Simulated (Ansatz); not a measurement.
Compare A (`CN(C)N[SiH3]`) with its isomer B (`CN[SiH2]CN`).

Program: Ansatz. Geometries: PBE0-D4/def2-TZVP. ΔE: electronic, gas phase. CCSD(T)/CBS adds triple-zeta CCSD(T) − MP2 to the extrapolated MP2 energy (def2 sets, frozen cores). DFT in def2-TZVPP. B3LYP here is the variant with VWN-RPA as its local correlation; programs differ in this. Each species was taken in one conformer, which may not be the lowest.

A:

```xyz
15

C     1.382    0.370    0.732
N     0.569    0.643   -0.432
C    -0.449    1.636   -0.166
N     0.014   -0.527   -0.981
Si   -0.931   -1.727   -0.176
H     2.159   -0.351    0.473
H     1.860    1.295    1.061
H     0.805   -0.033    1.583
H     0.032    2.560    0.162
H    -1.003    1.836   -1.083
H    -1.165    1.327    0.614
H     0.403   -0.730   -1.887
H    -1.313   -2.678   -1.251
H    -0.217   -2.477    0.898
H    -2.147   -1.144    0.453
```

B:

```xyz
15

C     1.436   -0.615    1.354
N     1.311    0.294    0.233
Si    0.380   -0.033   -1.177
C    -1.419    0.470   -0.946
N    -1.846    0.028    0.381
H     2.331   -1.246    1.298
H     1.464   -0.074    2.307
H     0.569   -1.277    1.386
H     2.068    0.952    0.156
H     0.414   -1.490   -1.495
H     0.983    0.747   -2.296
H    -2.010   -0.055   -1.705
H    -1.550    1.547   -1.133
H    -2.821    0.241    0.546
H    -1.310    0.512    1.090
```

Question: Which is lower in electronic energy at CCSD(T)/CBS, and by how much? (Estimate.)

Answer: Computed: B, by 134.9 kJ/mol.

Question: Give E(B) − E(A) in kJ/mol with PBE-D4, r2SCAN-D4, B2PLYP, CCSD/def2-TZVPP, HF/def2-TZVPP, CCSD(T)/def2-TZVPP, B3LYP-D4. (Best estimate.)

Answer: Computed: PBE-D4 -125.3, r2SCAN-D4 -130.0, B2PLYP -132.2, CCSD/def2-TZVPP -133.3, HF/def2-TZVPP -133.2, CCSD(T)/def2-TZVPP -131.5, B3LYP-D4 -127.1. None reverses the order clearly.

Largest T1 diagnostic: 0.010.

From PBE to PBE0 (25 % exact exchange), in def2-TZVPP and without D4, E(B) − E(A) moves by −4.3 kJ/mol.
